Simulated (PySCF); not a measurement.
# Vertical excitation energies

Cu(NH3)Br (singlet state).
Bonds: Cu1–N2, Cu1–Br6. Hydrogens: H3, H4, H5 on N2.

Computed with TDDFT PBE0/def2-SVPD, vertical, gas phase, core orbitals frozen in the response in PySCF. Geometry: PBE0-D3(BJ)/def2-SVP; no solvent, vibrations or thermal averaging. Relativistic effects, spin–orbit coupling among them, are left out although an element past zinc is present.

```csv
state,E (eV),λ (nm),f,symmetry,"main configurations (H = HOMO, L = LUMO)"
S1,4.25,292.0,0.0064,E,H-1/H→L (≥92%)
S2,4.25,292.0,0.0064,E,H-1/H→L (≥92%)
S3,4.71,263.1,0.019,A1,H-2→L (97%)
S4,5.07,244.5,0.0000,–,H-3→L (94%)
S5,5.07,244.5,0.0000,–,H-4→L (94%)
S6,5.65,219.5,0.0000,–,H-1/H→L+1/L+2 (≥79%)
S7,5.65,219.5,0.0000,–,H-1/H→L+1/L+2 (≥79%)
S8,5.65,219.4,0.0000,–,H-1/H→L+1/L+2 (≥85%)
S9,5.70,217.6,0.0018,–,H-5→L (80%)
S10,5.70,217.6,0.0018,–,H-6→L (80%)
S11,5.91,209.6,0.048,A1,"H-1/H→L+1/L+2 (≥63%), H-7→L (10%)"
S12,5.99,207.0,0.0096,E,"H-2→L+1/L+2 (≥54%), H-1/H→L+3 (≥30%)"
S13,5.99,207.0,0.0095,E,"H-2→L+1/L+2 (≥54%), H-1/H→L+3 (≥30%)"
```

Triplets, Tamm–Dancoff:

| state | E (eV) | λ (nm) | main configurations (H = HOMO, L = LUMO) |
| --- | --- | --- | --- |
| T1 | 4.02 | 308.4 | H-2→L (85%) |
| T2 | 4.11 | 301.9 | H-1/H→L (≥88%) |
| T3 | 4.11 | 301.9 | H-1/H→L (≥88%) |

The lowest singlet level (S1/S2) lies at 4.25 eV (292 nm, ultraviolet) and is weak. The strongest level in the table is S11 at 5.91 eV (210 nm, f = 0.048). S1/S2, S4/S5, S6/S7/S8, S9/S10 and S12/S13 lie within about 0.01 eV of each other in each set; the point group C3v has degenerate representations, and within a degenerate level the listed configurations can mix freely. For S1 the Löwdin share of copper is 23% in HOMO and 48% in LUMO. Orbital energies (eV): HOMO-3 -7.71, HOMO-2 -6.84, HOMO-1 -6.41, HOMO -6.41, LUMO -1.08, LUMO+1 0.46, LUMO+2 0.46. Weighted by f, the mean energy of these states is 5.49 eV. The listed states span 1.74 eV, and the widest gap between neighbours is 0.58 eV (S5 to S6). No computed singlet lies in the visible range (380 to 750 nm); the lowest, at 292 nm, stands 0.98 eV above its violet end (3.26 eV). Symmetry labels in C3v follow from the direction of the transition dipole and are given only for states with f of 0.002 or more. Orbitals of the list HOMO-3 to LUMO+2 that lie within 0.01 eV of each other are written together with a slash and their weights summed (≥ marks a lower bound); for degenerate orbitals outside that list single weights are arbitrary. Only the lowest 15 singlets were computed, as vertical energies without vibronic structure. The highest level found (6.09 eV, f 0.307 so far) is left out, since the window may have cut off a degenerate partner.
